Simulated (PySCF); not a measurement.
Ligands exchanged one at a time, Sn OCH3-SiH3. Isolated molecules, 0 K electronic values unless said otherwise. One relaxed conformer stands for each flexible species; it need not be the lowest. Strings in code marks are SMILES.

Method: PBE-D3(BJ)/def2-TZVP // PBE0-D4/def2-SVP (PySCF 2.14.0). Excitations are Tamm–Dancoff values on a coarser integration grid. The basis has no diffuse functions, so Rydberg states are missing or too high.

| species | LUMO (eV) | T1 excitation (TDA) (eV) | S1–T1 gap (TDA) (eV) |
|---|---|---|---|
| 0 of 4 OCH3 replaced by SiH3 | -2.65 | – | – |
| 1 of 4 OCH3 replaced by SiH3 | -1.96 | 3.86 | 0.24 |
| 2 of 4 OCH3 replaced by SiH3 (`C[O][Sn]([SiH3])([SiH3])[O]C` (C–O–Sn–Si torsion 45°, Si–Sn–O–C torsion -179°)) | -1.64 | 4.18 | 0.09 |
| 3 of 4 OCH3 replaced by SiH3 | [?] | 3.65 | [?] |

What belongs in the gaps?


- 3 of 4 OCH3 replaced by SiH3, LUMO (eV): -1.90
- 3 of 4 OCH3 replaced by SiH3, S1–T1 gap (TDA) (eV): 0.28
